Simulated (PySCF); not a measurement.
A calculated (BLYP, PySCF 2.14, x2c-TZVPPall, the spin-free X2C one-electron Hamiltonian (Gaussian nucleus)) atom or ion has these occupied shells.

| shell | electrons | orbital energy (eV) | rms radius, mean of both spins (bohr) |
| --- | --- | --- | --- |
| 1s α | 1 | -7582.8 | 0.0648 |
| 1s β | 1 | -7582.8 | 0.0648 |
| 2s α | 1 | -890.75 | 0.277 |
| 2s β | 1 | -890.28 | 0.277 |
| 2p α | 3 | -762.16 | 0.249 |
| 2p β | 3 | -761.80 | 0.249 |
| 3s α | 1 | -94.514 | 0.837 |
| 3s β | 1 | -93.415 | 0.837 |
| 3p α | 3 | -58.043 | 0.899 |
| 3p β | 3 | -56.981 | 0.899 |
| 3d α | 5 | -1.870 | 1.63 |
| 3d β | 4 | -1.129 | 1.63 |

(1) Name the element and its charge.

Answers

(1) Co (cobalt, neutral), in [Ar] 3d9, 2D determinant (an excited configuration).
